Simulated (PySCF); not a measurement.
**Simulated characterisation data**

- coordinates at the GFN2-xTB level
- shieldings: GIAO PBE0/pcSseg-1
- run in PySCF 2.14.0 with density-fitted response routines
- one conformer, one averaged value for each set of equivalent atoms, isolated molecule, relativity neglected

δ = σ(ref) − σ, references computed at the same level: $^{1}$H (31.72 ppm) and $^{13}$C (186.93 ppm) against TMS. Where no couplings were computed, multiplicities follow the n + 1 count of equivalent neighbours, and m marks all less simple cases (inequivalent or close neighbours, rings, F or P nearby). Shifts are as computed. Against solution values, carbons near 30 ppm lie about +3 ppm off and those near 130 ppm about +5 ppm. Of 1211 compounds with measured shifts, 218 miss one by over three times the rms of a fit or turn the order of signals round; such compounds aren't used in these exercises.

Compound 1 (C6H7N3O). $^{1}$H NMR (400 MHz, computed): δ 9.08 (s, 1H), 3.21 (s, 3H), 2.76 (s, 3H). $^{13}$C{$^{1}$H} NMR (computed): δ 207.6 (C), 159.4 (C), 147.8 (CH), 124.0 (C), 31.9 (CH3), 26.0 (CH3). Structure: `c1c(C(C)=O)c(C)nnn1`.

Compound 2 (C6H12). $^{1}$H NMR (400 MHz, computed): δ 5.74 (m, 2H), 2.06 (m, 4H), 1.02 (t, 6H). $^{13}$C{$^{1}$H} NMR (computed): δ 140.1 (CH), 32.3 (CH2), 17.7 (CH3). Structure: SMILES CC/C=C/CC.
